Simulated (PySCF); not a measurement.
## Working out the ionisation energy of Br⁺

Br⁺ [Ar] 3d10 4s2 4p4 (3P) → Br²⁺ [Ar] 3d10 4s2 4p3 (4S). Computed with PySCF 2.14 in aug-cc-pVTZ-DK, with scalar relativity by spin-free X2C-1e. Frozen: [Ar] 3d10. Energies in hartree (1 hartree = 27.21139 eV):

```tsv
part	Br⁺ (lower)	Br²⁺ (upper)
UHF	-2604.018791	-2603.275010
MP2 opposite-spin	-0.080929	-0.058186
MP2 same-spin	-0.023583	-0.020608
```

Problem. What does Hartree-Fock give?

Solution. (-2603.275010) − (-2604.018791) = 0.743781 hartree = 20.239 eV.

Problem. What do MP2 and SCS-MP2 (6/5 opposite-spin, 1/3 same-spin) give?

Solution. The opposite-spin parts differ by 0.619 eV and the same-spin parts by 0.081 eV. MP2: 20.239 + (0.619) + (0.081) = 20.939 eV. SCS-MP2: 20.239 + 1.2 × (0.619) + (0.081)/3 = 21.009 eV.

Measured between the centres of the two terms (NIST): 21.409 eV, so MP2 (valence) is off by -0.470 eV.

What remains against the reference includes basis incompleteness, the frozen core and correlation beyond second order.
